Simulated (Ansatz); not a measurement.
Reaction (ligand exchange at the Si–C bond): `C[Si](F)(F)C#N` + H–F → `N#C[Si](F)(F)F` + CH₄

Program: Ansatz. Geometries: PBE0-D4/def2-TZVP. ΔE: electronic, gas phase. CBS: MP2 limit from def2 TZ/QZ plus the TZ coupled-cluster correction, frozen cores. This one scheme is used for every species. DFT in def2-TZVPP. HSE06 is defined as in plane-wave codes.

`C[Si](F)(F)C#N`:

Cartesian coordinates in Å:
```
C -1.222 -0.155 -0.270
Si 0.406 0.546 0.171
F 0.886 1.630 -0.872
F 0.392 1.223 1.598
C 1.723 -0.746 0.221
N 2.501 -1.594 0.237
H -1.182 -0.625 -1.255
H -1.523 -0.910 0.460
H -1.982 0.630 -0.291
```

H–F:

Z-matrix (Å, degrees):
```
F
H 1 0.920
```

`N#C[Si](F)(F)F`:

Cartesian coordinates in Å:
```
N 1.841 -0.630 -1.456
C 0.970 -0.332 -0.767
Si -0.411 0.141 0.325
F -1.600 0.658 -0.545
F 0.064 1.269 1.294
F -0.864 -1.106 1.149
```

CH₄:

Z-matrix (Å, degrees):
```
C
H 1 1.090
H 1 1.090 2 109.5
H 1 1.090 2 109.5 3 -120.0
H 1 1.090 2 109.5 3 120.0
```

CCSD(T)/CBS gives -1.37 eV.

Question: Another level gave -1.44 eV. Which?
A. SCS-MP2/def2-TZVPP
B. CCSD(T)/def2-TZVPP
C. HSE06/def2-TZVPP
D. PBE-D4/def2-TZVPP

Answer: A. SCS-MP2/def2-TZVPP -1.44, HSE06 -1.31, PBE-D4 -1.27, CCSD(T)/def2-TZVPP -1.39 eV.

Question: What do rigid-rotor, harmonic-oscillator terms from PBE0-D4/def2-TZVP frequencies (298.15 K, 1 bar) make of the CCSD(T)/CBS value? (Estimate.)

Answer: Computed: ΔZPE = +0.05 eV, ΔH = -1.34 eV, ΔS = -16 J/(mol·K), ΔG = -1.29 eV.

Largest T1 diagnostic among the species: 0.013.

The D4 term adds +0.06 eV with B3LYP and +0.03 eV with PBE0; it sums over pairs of atoms, weighted by their polarisabilities, and B3LYP, whose exchange is more repulsive, gets the larger term. In def2-TZVPP, CCSD(T) changes the Hartree–Fock value by +0.19 eV (the triples alone add +0.02 eV) and MP2 by +0.20 eV. Leaving LDA and LC-ωPBE aside and taking each functional with its dispersion term where it has one, the values, not all of them listed here, spread over 0.25 eV, from B97M-V to revPBE-D4. LDA lies +0.04 eV from PBE without D4.

B3LYP here is the variant with VWN-RPA as its local correlation; programs differ in this.
